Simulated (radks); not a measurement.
Question: Coherent X-ray form factor from a spherical all-electron density. Method: scalar-relativistic Kohn-Sham, PBEsol, spin-unpolarised, spherical densities, point nucleus; computed with a radial shooting solver on a logarithmic mesh with Libxc functionals.

sin(theta)/lambda (1/angstrom)  f0 (electrons)
0.05                                    78.285
0.1                                     76.260
0.15                                    73.241
0.2                                     69.619
0.25                                    65.751
0.3                                     61.903
0.4                                     54.835
0.5                                     48.894
0.6                                     43.982
0.8                                     36.266
1                                       30.212
1.25                                    24.259
1.5                                     19.986
2                                       15.242

The species is in the configuration that NIST lists as its ground one. Which atom or ion scatters so?

Answer: The lead ion Pb3+, [Xe] 4f14 5d10 6s1. Extrapolating in s^2 from the first two rows gives f0(0) = 79.0, near the electron count 79; among species with that count, the fall with angle is slower the higher Z, and the table is that of Z = 82; from so few rows the species is fixed only to a neighbour or two.
